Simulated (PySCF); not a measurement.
Computed with PBE0-D3(BJ)/def2-TZVP (PySCF). All species are isolated molecules in the gas phase. One relaxed conformer stands for a flexible species; it need not be the lowest. Excitations are Tamm–Dancoff values on a coarser integration grid. The basis has no diffuse functions, so Rydberg states are missing or too high.

Reference species (SMILES): `OB(Br)Br` (H–O–B–Br torsion 0°) (neutral, multiplicity 1).

```json
{
 "brightest of the four lowest singlets (TDA)": "6.92 eV",
 "HOMO": "-8.34 eV",
 "T1 excitation (TDA)": "5.89 eV"
}
```

Changed species: `BrB(Br)Br` (0 of 3 Br replaced by OH; the reference has 1 of 3 Br replaced by OH).

Q: What does the change do to the brightest of the four lowest singlets (TDA), HOMO and T1 excitation (TDA)?

A: the brightest of the four lowest singlets (TDA) decreases by 0.89 eV, to 6.03 eV; the HOMO increases by 0.03 eV, to -8.31 eV; the T1 excitation (TDA) decreases by 1.36 eV, to 4.53 eV.
